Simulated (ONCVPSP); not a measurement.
# Configuration tests for cobalt (Co) (ONCV)

cobalt, optimised norm-conserving Vanderbilt (ONCV), made with ONCVPSP 4.0.1 (PBE, non-relativistic). Core [Ne], reference 3s2 3p6 3d7.5 4s1.5. Waves: 3s+4s: rc 1.05 bohr, ncon 3, nbas 6, qcut 13.5 1/bohr, 2 projectors; 3p: rc 1.30 bohr, ncon 4, nbas 8, qcut 12.8 1/bohr, 2 projectors, debl 3.6 Ha; 3d: rc 1.35 bohr, ncon 5, nbas 9, qcut 12.2 1/bohr, 2 projectors, debl 2.6 Ha. Local part: polynomial inside 1.00 bohr (lpopt 5, dvloc0 0 Ha). Core correction: Teter function, fcfact 5.5, rcfact 1.1.

Energies are relative to the spin-unpolarised reference configuration 3s2 3p6 3d7.5 4s1.5; without spin polarisation the order of configurations can differ from experiment.

(1) Give the all-electron excitation energy and the error of the potential for: 3s2 3p6 3d7 4s2; 3s2 3p6 3d7 4s1; 3s2 3p6 3d7 4s0; 3s2 3p5 3d7 4s2.

Answers

(1)

```tsv
valence configuration	charge	ΔE all-electron (eV)	error AE − PS (meV)
3s2 3p6 3d7 4s2	0	1.147	+2.7
3s2 3p6 3d7 4s1	+1	10.028	+0.8
3s2 3p6 3d7 4s0	+2	26.570	+0.3
3s2 3p5 3d7 4s2	+1	74.182	-36
```
